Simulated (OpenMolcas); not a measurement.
## Potential curves of GeS: spin–orbit levels

Computed with OpenMolcas 26.06: state-averaged CASSCF(8,7) over Ge 4s 4p, S 3p, XMS-CASPT2 (IPEA 0.25, imaginary shift 0.2 hartree), scalar X2C, ANO-RCC-VTZP, then RASSI spin–orbit state interaction with atomic mean-field integrals. C2 symmetry about the axis (a holds Σ, Δ, Γ; b holds Π, Φ, H; Σ⁺ and Σ⁻ are not told apart); roots by multiplicity and irrep: 1a 5, 3a 4, 3b 2, 1b 2, 5b 2.

XMS-CASPT2 energies with spin–orbit state interaction in eV from the lowest point. Curves are followed by energy order within each symmetry, so they are adiabatic and may change character at avoided crossings; for Ω = 0 the + and − levels are counted together.

| R (Å) | (1)Ω=0 | (1)Ω=1 | (2)Ω=0 | (2)Ω=1 | (1)Ω=2 | (1)Ω=3 | (4)Ω=0 |
| --- | --- | --- | --- | --- | --- | --- | --- |
| 1.742 | 1.806 | 5.695 | 5.652 | 6.872 | 5.742 | 7.392 | 6.879 |
| 1.843 | 0.661 | 4.449 | 4.405 | 5.117 | 4.498 | 5.618 | 5.123 |
| 1.934 | 0.160 | 3.835 | 3.790 | 4.102 | 3.884 | 4.584 | 4.109 |
| 2.025 | 0.000 | 3.470 | 3.476 | 3.535 | 3.585 | 3.926 | 3.491 |
| 2.126 | 0.088 | 3.079 | 3.086 | 3.448 | 3.460 | 3.507 | 3.404 |
| 2.228 | 0.353 | 2.913 | 2.920 | 3.263 | 3.268 | 3.319 | 3.475 |
| 2.369 | 0.887 | 2.929 | 2.937 | 3.240 | 3.240 | 3.299 | 3.489 |
| 2.551 | 1.679 | 3.186 | 3.195 | 3.455 | 3.443 | 3.516 | 3.660 |
| 2.835 | 2.870 | 3.790 | 3.801 | 4.008 | 3.965 | 4.070 | 4.158 |
| 3.240 | 4.218 | 4.656 | 4.667 | 4.827 | 4.729 | 4.886 | 4.920 |
| 3.848 | 5.275 | 5.476 | 5.463 | 5.564 | 5.439 | 5.580 | 5.598 |

Problem. With masses 73.921 and 31.972 u, fit the curves (1)Ω=0, (1)Ω=3 near their minima.

Solution. At XMS-CASPT2 with spin–orbit state interaction, Te from the lowest curve (the fit fixes ωe to a per cent or two; the method's Re and ωe can be off by some per cent):

```tsv
curve	Te (cm⁻¹)	Re (Å)	ωe (cm⁻¹)
(1)Ω=0	0	2.037	561.4
(1)Ω=3	26480	2.307	362.3
```

Measured for comparison (Huber and Herzberg, Constants of Diatomic Molecules, 1979): X 1Σ+ Te 0, Re 2.01209, ωe 575.8; A 1Π Te 32889.5, ωe 375.

The 7 lowest clean curves are shown; the next is (2)Ω=2, from 3.46 eV. Left out for impure symmetry, kinks or missing points, though low: (3)Ω=0, (3)Ω=1. Only roots inside an energy window near the equilibrium distance were included, so the list of states is not complete; labels number the states computed. Each spin and symmetry block has orbitals of its own, averaged over its own roots, so gaps between blocks are less sure than gaps within one and near the minimum can be off by tenths of an eV, in bad cases by more. No Rydberg orbitals are active, so Rydberg states, and σ→σ* states whose orbital the CASSCF left unused, can be missing between those listed. CASPT2 splits the two components of degenerate states numerically, here by up to 81 cm⁻¹. At stretched bonds a block can hold a wrong CASSCF solution and miss its lowest state; points past a visible jump are left out. No roots were computed in block 5a (none fell in the window or the block failed), so states of that kind are missing and can lie low or lowest. Points that failed a check (symmetry, reference weights, a jump) are left out.
